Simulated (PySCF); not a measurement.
HISn, singlet, at a GFN2-xTB geometry (such geometries of metal compounds can be far from the true shape) (core potentials on I, Sn); CAMB3LYP/def2-SVPD, polarisability (PySCF).

The PySCF input:
```python
from pyscf import gto, scf, dft
from pyscf.prop import polarizability

mol = gto.Mole()
mol.atom = '''
    Sn    0.460831    0.897628    0.926249
    H     0.772074    2.263529   -0.324370
    I    -0.449314   -0.889527   -0.867700
'''
mol.basis = 'def2-svpd'
mol.ecp = {'I': 'def2-svpd', 'Sn': 'def2-svpd'}
mol.charge = 0
mol.spin = 0
mol.verbose = 4
mol.build()

mf = dft.RKS(mol)
mf.xc = 'camb3lyp'
mf.kernel()
alpha = mf.Polarizability().polarizability()[2, 2]
print('alpha_zz =', alpha)
```

It wrote (shortened):

```
site-packages/pyscf/prop/efg/rhf.py:45: UserWarning: Module EFG is under testing
  warnings.warn('Module EFG is under testing')
site-packages/pyscf/prop/efg/dhf.py:30: UserWarning: Module EFG is under testing
  warnings.warn('Module EFG is under testing')
site-packages/pyscf/prop/zfs/uhf.py:40: UserWarning: Module ZFS is under testing
  warnings.warn('Module ZFS is under testing')
site-packages/pyscf/prop/gtensor/uhf.py:43: UserWarning: Module g-tensor is under testing
  warnings.warn('Module g-tensor is under testing')
site-packages/pyscf/prop/gtensor/uks.py:41: UserWarning: Module g-tensor is under testing
  warnings.warn('Module g-tensor is under testing')
site-packages/pyscf/prop/hfc/uks.py:35: UserWarning: Module HFC is under testing
  warnings.warn('Module HFC is under testing')
site-packages/pyscf/prop/magnetizability/rhf.py:39: UserWarning: Module magnetizability is under testing
  warnings.warn('Module magnetizability is under testing')
site-packages/pyscf/prop/magnetizability/uhf.py:37: UserWarning: Module magnetizability is under testing
  warnings.warn('Module magnetizability is under testing')
site-packages/pyscf/prop/magnetizability/rks.py:37: UserWarning: Module magnetizability is under testing
  warnings.warn('Module magnetizability is under testing')
site-packages/pyscf/prop/magnetizability/uks.py:39: UserWarning: Module magnetizability is under testing
  warnings.warn('Module magnetizability is under testing')
site-packages/pyscf/prop/polarizability/uhf.py:34: UserWarning: Module polarizability is under testing
  warnings.warn('Module polarizability is under testing')
site-packages/pyscf/prop/polarizability/rks.py:29: UserWarning: Module polarizability is under testing
  warnings.warn('Module polarizability is under testing')
site-packages/pyscf/prop/polarizability/uks.py:29: UserWarning: Module polarizability is under testing
  warnings.warn('Module polarizability is under testing')
PySCF version 2.14.0

[INPUT] verbose = 4
[INPUT] num. atoms = 3
[INPUT] num. electrons = 48
[INPUT] charge = 0
[INPUT] spin (= nelec alpha-beta = 2S) = 0
[INPUT] symmetry False subgroup None
[INPUT] Mole.unit = angstrom
[INPUT] Symbol           X                Y                Z      unit          X                Y                Z       unit  Magmom
[INPUT]  1 Sn     0.460831000000   0.897628000000   0.926249000000 AA    0.870844379709   1.696271081741   1.750356933152 Bohr   0.0
[INPUT]  2 H      0.772074000000   2.263529000000  -0.324370000000 AA    1.459008407897   4.277449885011  -0.612970463025 Bohr   0.0
[INPUT]  3 I     -0.449314000000  -0.889527000000  -0.867700000000 AA   -0.849080403933  -1.680962410406  -1.639715358285 Bohr   0.0

nuclear repulsion = 118.225159244704
number of shells = 29
number of NR pGTOs = 147
number of NR cGTOs = 75
basis = def2-svpd
ecp = {'I': 'def2-svpd', 'Sn': 'def2-svpd'}

******** <class 'pyscf.dft.rks.RKS'> ********
method = RKS
initial guess = minao
damping factor = 0
level_shift factor = 0
DIIS = <class 'pyscf.scf.diis.CDIIS'>
diis_start_cycle = 1
diis_space = 8
diis_damp = 0
SCF conv_tol = 1e-09
SCF conv_tol_grad = None
SCF max_cycles = 50
direct_scf = True
direct_scf_tol = 1e-13
XC library pyscf.dft.libxc version 7.1.2
    S. Lehtola, C. Steigemann, M. J. T. Oliveira, and M. A. L. Marques,  SoftwareX 7, 1–5 (2018)
XC functionals = camb3lyp
    T. Yanai, D. P. Tew, and N. C. Handy,  Chem. Phys. Lett. 393, 51 (2004)
radial grids:
    Treutler-Ahlrichs [JCP 102, 346 (1995); DOI:10.1063/1.469408] (M4) radial grids

becke partition: Becke, JCP 88, 2547 (1988); DOI:10.1063/1.454033
pruning grids: <function nwchem_prune>
grids dens level: 3
symmetrized grids: False
atomic radii adjust function: <function treutler_atomic_radii_adjust>
small_rho_cutoff = 0
Set gradient conv threshold to 3.16228e-05
Initial guess from minao.
tot grids = 53728
init E= -457.714432609378
  HOMO = -1.15323670202239  LUMO = -1.07170131084995  gap/eV = 2.21869
cycle= 1 E= -510.521753645678  delta_E= -52.8  |g|= 3.37  |ddm|= 11.6
  HOMO = 0.0220744049675234  LUMO = 0.0374019384343391  gap/eV = 0.41708
cycle= 2 E= -507.672254254138  delta_E= 2.85  |g|=  3.1  |ddm|= 21.5
  HOMO = -0.220367046982882  LUMO = -0.143411648906762  gap/eV = 2.09406
cycle= 3 E= -511.772918023616  delta_E= -4.1  |g|= 1.29  |ddm|=   20
  HOMO = -0.288160307070274  LUMO = -0.139262679264318  gap/eV = 4.05171
cycle= 4 E= -512.591353315131  delta_E= -0.818  |g|= 0.202  |ddm|= 2.46
  HOMO = -0.275324860294597  LUMO = -0.0779493293774411  gap/eV = 5.37086
cycle= 5 E= -512.609832859232  delta_E= -0.0185  |g|= 0.0787  |ddm|= 0.706
  HOMO = -0.28834680203799  LUMO = -0.0826931583120771  gap/eV = 5.59612
cycle= 6 E= -512.611675366997  delta_E= -0.00184  |g|= 0.0189  |ddm|= 0.122
  HOMO = -0.289927933188208  LUMO = -0.0817669959148564  gap/eV = 5.66435
cycle= 7 E= -512.611873332937  delta_E= -0.000198  |g|= 0.00639  |ddm|= 0.0432
  HOMO = -0.290614490235132  LUMO = -0.0828075197088101  gap/eV = 5.65472
cycle= 8 E= -512.611892757318  delta_E= -1.94e-05  |g|= 0.000897  |ddm|= 0.0128
  HOMO = -0.290606580509856  LUMO = -0.082766186308012  gap/eV = 5.65563
cycle= 9 E= -512.611893652821  delta_E= -8.96e-07  |g|= 0.000353  |ddm|= 0.00333
  HOMO = -0.290598801948824  LUMO = -0.0827918358192585  gap/eV = 5.65472
cycle= 10 E= -512.611893772146  delta_E= -1.19e-07  |g|= 0.000119  |ddm|= 0.00113
  HOMO = -0.290597582439243  LUMO = -0.0827933437646715  gap/eV = 5.65464
cycle= 11 E= -512.611893792571  delta_E= -2.04e-08  |g|= 3.08e-05  |ddm|= 0.000532
  HOMO = -0.290595899208389  LUMO = -0.082790053039334  gap/eV = 5.65469
cycle= 12 E= -512.611893793968  delta_E= -1.4e-09  |g|= 7.61e-06  |ddm|= 0.00014
  HOMO = -0.290596971736735  LUMO = -0.0827911467830846  gap/eV = 5.65468
cycle= 13 E= -512.611893794023  delta_E= -5.54e-11  |g|= 1.87e-06  |ddm|= 2.79e-05
  HOMO = -0.290596683182513  LUMO = -0.0827910856647254  gap/eV = 5.65468
Extra cycle  E= -512.611893794029  delta_E= -6.03e-12  |g|= 9.3e-07  |ddm|= 5.73e-06
converged SCF energy = -512.611893794029
Isotropic polarizability 83.5697885118
Polarizability anisotropy 23.2343202048
alpha_zz = 89.5390477018482
```
